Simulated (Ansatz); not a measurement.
Consider the atomization: `B[SiH2]OC` → B• + C• + 7 H• + O• + Si•.

Gas-phase electronic energies from Ansatz, PBE0-D4/def2-TZVP geometries. CCSD(T)/CBS adds triple-zeta CCSD(T) − MP2 to the extrapolated MP2 energy (def2 sets, frozen cores). This one scheme is used for every species, atoms too. Open shells (•) are unrestricted, without spin–orbit coupling. Spin–orbit coupling would lower the free atoms: a little for B, C, O, Si. One conformer a species, not always the lowest.

```json
{"species": "`B[SiH2]OC`", "CCSD(T)/CBS(def2) energy (Eh)": "-431.29232"}
{"species": "B•", "CCSD(T)/CBS(def2) energy (Eh)": "-24.60433"}
{"species": "C•", "CCSD(T)/CBS(def2) energy (Eh)": "-37.79194"}
{"species": "H•", "CCSD(T)/CBS(def2) energy (Eh)": "-0.50000"}
{"species": "O•", "CCSD(T)/CBS(def2) energy (Eh)": "-75.00631"}
{"species": "Si•", "CCSD(T)/CBS(def2) energy (Eh)": "-288.94402"}
```

**Question.** Work out ΔE.

**Answer.** ΔE = 7 × (-0.50000) + (-24.60433) + (-37.79194) + (-75.00631) + (-288.94402) − (-431.29232) = 1.44572 Eh = +907.2 kcal/mol.

Largest T1 diagnostic among the species: 0.014.

Leaving LDA and LC-ωPBE aside and taking each functional with its dispersion term where it has one, the values, not all of them listed here, spread over 22.6 kcal/mol, from BHLYP-D4 to CAM-B3LYP-D4. LDA lies +111.1 kcal/mol from PBE without D4, its usual overbinding. From PBE to PBE0 (25 % exact exchange), in def2-TZVPP and without D4, ΔE moves by −8.9 kcal/mol: exact exchange takes away binding that semilocal exchange gives to molecules.

For atomizations the MP2-based limit and the directly extrapolated one differ by several kJ/mol either way, and by 10 to 25 for some Ge, Se and Sn compounds, so smaller differences from it don't rank the levels.
